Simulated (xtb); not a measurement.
F6W (SMILES [F][W]([F])([F])([F])([F])[F]), singlet, geometry from GFN2-xTB (such geometries of metal compounds can be far from the true shape); GFN2-xTB (xtb).

The xtb input:
```
$ xtb mol.xyz --gfn 2 --ohess --json

# file mol.xyz
7

W      0.00000000    -0.00000000    -0.00000000
F      1.10915424    -0.45499889    -1.39234928
F     -1.10915424     0.45499889     1.39234928
F     -1.16633876     0.78225540    -1.18474218
F     -0.88617967    -1.59904226    -0.18339327
F      0.88617967     1.59904226     0.18339327
F      1.16633876    -0.78225540     1.18474218
```

What the program printed (banner, timings and long lists left out):

```
   ID    Z sym.   atoms
    1   74 W      1
    2    9 F      2-7

           -------------------------------------------------
          |                Calculation Setup                |
           -------------------------------------------------

           -------------------------------------------------
          |                 G F N 2 - x T B                 |
           -------------------------------------------------

          ...................................................
          :                      SETUP                      :
          :.................................................:
          :  # basis functions                  34          :
          :  # atomic orbitals                  33          :
          :  # shells                           15          :
          :  # electrons                        48          :
          :  max. iterations                   250          :
          :  Hamiltonian                  GFN2-xTB          :
          :  restarted?                      false          :
          :  GBSA solvation                  false          :
          :  PC potential                    false          :
          :  electronic temp.          300.0000000     K    :
          :  accuracy                    1.0000000          :
          :  -> integral cutoff          0.2500000E+02      :
          :  -> integral neglect         0.1000000E-07      :
          :  -> SCF convergence          0.1000000E-05 Eh   :
          :  -> wf. convergence          0.1000000E-03 e    :
          :  Broyden damping             0.4000000          :
          :  net charge                          0          :
          :  unpaired electrons                  0          :
          ...................................................

 iter      E             dE          RMSdq      gap      omega  full diag
   1    -26.6688389 -0.266688E+02  0.152E+01    2.09       0.0  T
   2    -26.4723346  0.196504E+00  0.211E+01   15.06       1.0  T
   3    -30.1744632 -0.370213E+01  0.128E+01    7.51       1.0  T
   4    -29.1945134  0.979950E+00  0.164E+01    9.10       1.0  T
   5    -31.2316591 -0.203715E+01  0.360E+00    6.78       1.0  T
   6    -31.2294965  0.216262E-02  0.367E+00    6.75       1.0  T
   7    -31.3319193 -0.102423E+00  0.491E-01    6.85       1.0  T
   8    -31.3311251  0.794226E-03  0.367E-01    7.51       1.0  T
   9    -31.3328546 -0.172953E-02  0.234E-01    7.45       1.0  T
  10    -31.3339293 -0.107465E-02  0.172E-02    7.37       2.2  T
  11    -31.3339332 -0.390233E-05  0.106E-02    7.37       3.6  T
  12    -31.3339358 -0.260682E-05  0.949E-04    7.37      39.8  T
  13    -31.3339358 -0.705510E-08  0.812E-04    7.37      46.6  T
  14    -31.3339358 -0.870964E-08  0.561E-04    7.37      67.4  T

   *** convergence criteria satisfied after 14 iterations ***

         :::::::::::::::::::::::::::::::::::::::::::::::::::::
         ::                     SUMMARY                     ::
         :::::::::::::::::::::::::::::::::::::::::::::::::::::
         :: total energy             -31.307739393492 Eh    ::
         :: gradient norm              0.000008480014 Eh/a0 ::
         :: HOMO-LUMO gap              7.365552578118 eV    ::
         ::.................................................::
         :: SCC energy               -31.333934465969 Eh    ::
         :: -> isotropic ES           -0.283584422811 Eh    ::
         :: -> anisotropic ES         -0.001765377682 Eh    ::
         :: -> anisotropic XC         -0.001519197671 Eh    ::
         :: -> dispersion             -0.004405332813 Eh    ::
         :: repulsion energy           0.026195072477 Eh    ::
         :: add. restraining           0.000000000000 Eh    ::
         :: total charge               0.000000000000 e     ::
         :::::::::::::::::::::::::::::::::::::::::::::::::::::

      -----------------------------------------------------------
[...]
 * total energy  :   -31.3077394 Eh     change       -0.6923312E-08 Eh
   *** GEOMETRY OPTIMIZATION CONVERGED AFTER 1 ITERATIONS ***
         :: total energy             -31.307739400415 Eh    ::
[...]
 writing <g98.out> molden fake output.
 recommended (thermochemical) frequency scaling factor: 1.0
           -------------------------------------------------
          |             Thermodynamic Functions             |
           -------------------------------------------------

oh  symmetry found (for desy threshold:  0.10E+00) used in thermo

          ...................................................
          :                      SETUP                      :
          :.................................................:
          :  # frequencies                          15      :
          :  # imaginary freq.                       0      :
          :  linear?                             false      :
          :  only rotor calc.                    false      :
          :  symmetry                               oh      :
          :  rotational number                      24      :
          :  scaling factor                  1.0000000      :
          :  rotor cutoff                   50.0000000 cm⁻¹ :
          :  imag. cutoff                  -20.0000000 cm⁻¹ :
          :.................................................:

    mode    ω/cm⁻¹     T·S(HO)/kcal·mol⁻¹    T·S(FR)/kcal·mol⁻¹   T·S(vib)
   ------------------------------------------------------------------------
       1    100.23    -1.02858 ( 94.17%)    -0.85034 (  5.83%)    -1.01818
       2    100.23    -1.02857 ( 94.17%)    -0.85034 (  5.83%)    -1.01817
       3    100.24    -1.02854 ( 94.17%)    -0.85032 (  5.83%)    -1.01814
       4    221.49    -0.58046 ( 99.74%)    -0.61555 (  0.26%)    -0.58055
       5    221.49    -0.58045 ( 99.74%)    -0.61554 (  0.26%)    -0.58054
       6    221.51    -0.58040 ( 99.74%)    -0.61552 (  0.26%)    -0.58049
       7    265.74    -0.48411 ( 99.87%)    -0.56160 (  0.13%)    -0.48421
       8    265.76    -0.48409 ( 99.87%)    -0.56159 (  0.13%)    -0.48419
       9    265.76    -0.48409 ( 99.87%)    -0.56159 (  0.13%)    -0.48418
   ------------------------------------------------------------------------

   temp. (K)  partition function   enthalpy   heat capacity  entropy
                                   cal/mol     cal/K/mol   cal/K/mol   J/K/mol
 298.15  VIB   378.                 4323.334     24.780     26.193
         ROT  0.131E+05              888.752      2.981     21.818
         INT  0.494E+07             5212.087     27.761     48.010
         TR   0.497E+28             1481.254      4.968     42.952
         TOT                        6693.3404    32.7290    90.9620   380.5849

       T/K    H(0)-H(T)+PV         H(T)/Eh          T*S/Eh         G(T)/Eh
   ------------------------------------------------------------------------
    298.15    0.106665E-01    0.205094E-01    0.432190E-01   -0.227096E-01
   ------------------------------------------------------------------------

         :::::::::::::::::::::::::::::::::::::::::::::::::::::
         ::                  THERMODYNAMIC                  ::
         :::::::::::::::::::::::::::::::::::::::::::::::::::::
         :: total free energy         -31.330448971115 Eh   ::
         ::.................................................::
         :: total energy              -31.307739400415 Eh   ::
         :: zero point energy           0.009842883574 Eh   ::
         :: G(RRHO) w/o ZPVE           -0.032552454274 Eh   ::
         :: G(RRHO) contrib.           -0.022709570699 Eh   ::
         :::::::::::::::::::::::::::::::::::::::::::::::::::::

optimized geometry written to: xtbopt.xyz

           -------------------------------------------------
          | TOTAL ENERGY              -31.307739400415 Eh   |
          | TOTAL ENTHALPY            -31.287229999916 Eh   |
          | TOTAL FREE ENERGY         -31.330448971115 Eh   |
          | GRADIENT NORM               0.000017243983 Eh/α |
          | HOMO-LUMO GAP               7.364939246453 eV   |
           -------------------------------------------------

normal termination of xtb
```
